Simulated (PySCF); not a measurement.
Compound: C2H5BrGaN.
Geometry (PBE0-D3(BJ)/def2-SVP, Å), atoms numbered from 1 in this order:
```xyz
10
C2H5BrGaN angstrom
C     -2.1920    0.3519   -0.1501
C     -0.8136   -0.0782   -0.0799
N      0.2894   -0.4041   -0.0229
Ga     2.4095   -0.5554    0.1421
Br     2.7388    1.7527    0.4523
H     -2.8294   -0.3329    0.4268
H     -2.2775    1.3657    0.2675
H     -2.5255    0.3638   -1.1976
H      2.5261   -1.3899    1.4614
H      2.7646   -1.0508   -1.2994
```

Computed, not measured: PySCF, TDDFT CAM-B3LYP/def2-SVPD, vertical, gas phase, core orbitals frozen in the response. The CAM-B3LYP/def2-SVPD calculation is non-relativistic and has no spin–orbit coupling, an omission that weighs most on bromine and gallium.

Transition dipole moments from the ground state, in atomic units and in the frame of the coordinates above (overall signs are arbitrary), for the states with f of 0.002 or more among the lowest 9:

| state | E (eV) | μx | μy | μz |
| --- | --- | --- | --- | --- |
| S1 | 5.817 | 0.028 | 0.033 | -0.253 |
| S2 | 6.136 | 0.372 | 0.023 | 0.022 |
| S3 | 6.281 | 0.391 | -0.159 | 0.030 |
| S6 | 6.630 | 0.040 | 0.044 | -0.388 |
| S7 | 6.893 | 0.407 | -0.257 | 0.007 |
| S8 | 7.017 | -0.393 | -0.116 | -0.036 |
| S9 | 7.027 | 0.017 | 0.004 | 0.160 |

Question: Work out the oscillator strengths.

Answer: f = (2/3) ΔE |μ|² with ΔE in hartree (27.2114 eV).

```tsv
state	|μ|² (au)	|μ| (D)	f
S1	0.066	0.65	0.009
S2	0.139	0.95	0.021
S3	0.179	1.08	0.028
S6	0.154	1.00	0.025
S7	0.231	1.22	0.039
S8	0.169	1.04	0.029
S9	0.026	0.41	0.004
```

Question: Which bond between heavy atoms lies closest to the direction of the S7 transition dipole?

Answer: C1–C2 and C2–N3, at 15° from it; next N3–Ga4 at 28°.

Question: What angle do the transition dipoles of S2 and S6 make?

Answer: |cos θ| = |μa·μb| / (|μa| |μb|) = 0.05, so θ ≈ 87° (taken between 0 and 90°, since the signs are arbitrary).

Question: How is the summed strength of these states shared among x, y and z?

Answer: (2/3) Σ ΔE μα² gives 0.099 for x, 0.018 for y and 0.038 for z, 0.155 in all.

Question: What peak molar absorption coefficient would the strongest computed level give as a lone Gaussian band 0.4 eV wide at half height?

Answer: ε(max) = 2.175×10⁸ f / FWHM, with the width in cm⁻¹. S7: 2.175×10⁸ × 0.0391 / 3226 ≈ 2600 L mol⁻¹ cm⁻¹.

All these states lie below the vertical ionisation energy of 9.31 eV (ΔSCF).
